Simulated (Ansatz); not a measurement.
Coupled-cluster run, CSSe, SMILES `S=C=[Se]`.

```yaml
crystal:
  periodic: [false, false, false]
  atoms:
    - {symbol: S, position_ang: [1.136705, -1.013822, 0.501235]}
    - {symbol: C, position_ang: [0.031509, -0.052209, 0.011207]}
    - {symbol: Se, position_ang: [-1.179214, 1.001231, -0.525641]}
basis:
  gaussian: {orbitals: def2-SVP}
correlation: {method: ccsd_t}
```

```sh
$ ansatz run in.yaml --threads 4 --pin off --events-out ev --progress --plain --max-ram 10444MiB
```

The program prints (abridged):

```
Functional definition: HF
613 factors; integrals over basis functions are off by at most 7.3e-4 eV
mean field evaluation 1: about -77137.1297 eV, gradient 1.4e1 eV
mean field evaluation 2: about -77137.2460 eV, gradient 1.4e1 eV
mean field evaluation 4: about -77137.8989 eV, gradient 2.5e0 eV
mean field evaluation 8: about -77137.9232 eV, gradient 1.4e-1 eV
mean field -77137.92326138 eV, -2834.7663938936 hartree, gradient 1.6e-6 eV, S^2 0.000000; 0 other end points of the search recorded, 0 dependent functions left out
15 core orbitals not correlated: weight in the atoms' cores, before any rotation towards them, 1.000 or more for the frozen orbitals, at most 0.000 for the correlated occupied ones
reference -77137.92326138 eV, -2834.7663938936 hartree; 13, 13 occupied and 36, 36 virtual orbitals, 613 factors
second order -13.52543790 eV of doubles, -0.00000000 eV of singles
cycle   1  -12.92503165 eV  change    6.0e-1 eV  update   1.4e-1
cycle   2  -13.41437983 eV  change   -4.9e-1 eV  update   4.7e-2
cycle   3  -13.52483384 eV  change   -1.1e-1 eV  update   2.1e-2
cycle   4  -13.51286224 eV  change    1.2e-2 eV  update   6.1e-3
cycle   5  -13.51067762 eV  change    2.2e-3 eV  update   2.6e-3
cycle   6  -13.51157449 eV  change   -9.0e-4 eV  update   7.7e-4
cycle   7  -13.51101504 eV  change    5.6e-4 eV  update   2.6e-4
cycle   8  -13.51101476 eV  change    2.7e-7 eV  update   7.9e-5
cycle   9  -13.51102237 eV  change   -7.6e-6 eV  update   2.7e-5
perturbative correction -0.69790183 eV, -0.0256474191 hartree
Total energy: -77152.13218558 eV, -2835.2885622267 hartree
```

Run time 0.55 s (4 threads of an AMD EPYC 9R14 on a shared host); peak host memory 0.26 GiB.

Correlation energy per correlated electron: -0.546 eV. T1 diagnostic: 0.0172.
